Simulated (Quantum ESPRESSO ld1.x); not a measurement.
Task: Radial electron density D(r) = 4 pi r^2 rho(r) of an atom or ion with 62 electrons. Method: scalar-relativistic Kohn-Sham, LDA (Slater exchange, Perdew-Wang correlation), spin-polarised, spherical densities, point nucleus; computed with ld1.x of Quantum ESPRESSO 7.5.

```
   r/bohr * D(r) (the largest magnitude, 111, reaches the edge; | marks zero)
  0.00271 |         *
 0.003672 |             *
 0.005017 |                    *
 0.006854 |                            *
 0.009289 |                                    *
  0.01269 |                                         *
  0.01734 |                                         *
   0.0235 |                                      *
   0.0321 |                                     *
  0.04385 |                                            *
  0.05943 |                                                      *
   0.0812 |                                                     *
   0.1109 |                                          *
   0.1503 |                                            *
   0.2054 |                                                *
   0.2806 |                              *
   0.3803 |                    *
   0.5195 |                        *
   0.7097 |                *
   0.9619 |       *
    1.314 |    *
    1.795 |  *
    2.433 |*
    3.324 *
    4.541 *
    6.154 *
```

What is the nuclear charge?

Result: Z = 64. The innermost maximum, from 1s, lies near gamma/Z bohr with gamma = sqrt(1 - (Z/c)^2) = 0.884, here 0.0138 bohr (found: 0.0151), and its height grows with Z. The density is that of the gadolinium ion Gd2+ in [Xe] 4f7 5d1; the configuration itself is not fixed sharply by these data, and Z only to a few units. D(r) has 4 maxima, at r = 0.0151, 0.0676, 0.188, 0.515 bohr, and minima at 0.0289, 0.124, 0.371 bohr, inside which lie 1.93, 11.17, 29.34 electrons.
